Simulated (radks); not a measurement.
All-electron atom: the silver ion Ag37+ in [Ne] (the NIST ground configuration).

Method: scalar-relativistic Kohn-Sham, r2SCAN, spin-polarised, spherical densities, finite nucleus; meta-GGA in the generalised Kohn-Sham scheme; Fermi nuclear charge, rms radius 4.5454 fm; computed with a radial shooting solver on a logarithmic mesh with Libxc functionals.

Energy parts (eV):
| part | energy |
|---|---|
| total | -112332.892 |
| kinetic | 117655.588 |
| electron-nucleus | -240642.075 |
| Hartree | 12834.881 |
| exchange-correlation | -2181.285 |

Orbitals (lengths in bohr, moments of r in powers of bohr):
| orbital | occ. | eigenvalue (eV) | <r^2> |
|---|---|---|---|
| 1s | 2 | -27667.99 | 0.001306 |
| 2s | 2 | -5895.343 | 0.02050 |
| 2p | 6 | -5531.753 | 0.01602 |

The highest occupied level is 2p at -5531.8 eV. The density falls to 0.001 e/bohr^3 at r = 0.49 bohr. The electron density at the nucleus is 1.467e+05 e/bohr^3 (large components only).
